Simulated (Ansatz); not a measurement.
Energy difference R1 → P1 + P2, each structure at its B3LYP-D3(BJ)/def2-TZVP stationary point, reached from a drawn start (curvature not checked).
R1: H4Ti (SMILES [TiH4]), charge 0, multiplicity 1.
P1, H3Ti (SMILES [TiH3]) (charge 0, multiplicity 2):
```
atom    x (Å)    y (Å)    z (Å)
----  -------  -------  -------
Ti    -0.0009  -0.0007  -0.1612
H      1.7169  -0.0097   0.0447
H     -0.8495   1.4920   0.0519
H     -0.8665  -1.4816   0.0648
```
P2: H atom, charge 0, multiplicity 2.

P less R. No zero-point or thermal terms; singlets are restricted closed shells; open shells are unrestricted; no spin–orbit coupling. The spin states of the d-block species are the ones drawn and need not be the lowest.

The values were computed with Ansatz (Gaussian basis) for Hartree–Fock, density functionals and correlated methods. Each number belongs to the level named beside it.

Question: One of these levels gives 66.1 kJ/mol for the reaction energy. Which one is it?
(A) r2SCAN/def2-TZVPP
(B) wB97X-V/def2-TZVPP
(C) HF/def2-TZVPP
(D) BHLYP/def2-TZVPP

Answer: C, HF/def2-TZVPP. The others give 251.7 (r2SCAN/def2-TZVPP), 202.1 (BHLYP/def2-TZVPP), 232.3 (wB97X-V/def2-TZVPP)

Ansatz is a first-principles code.
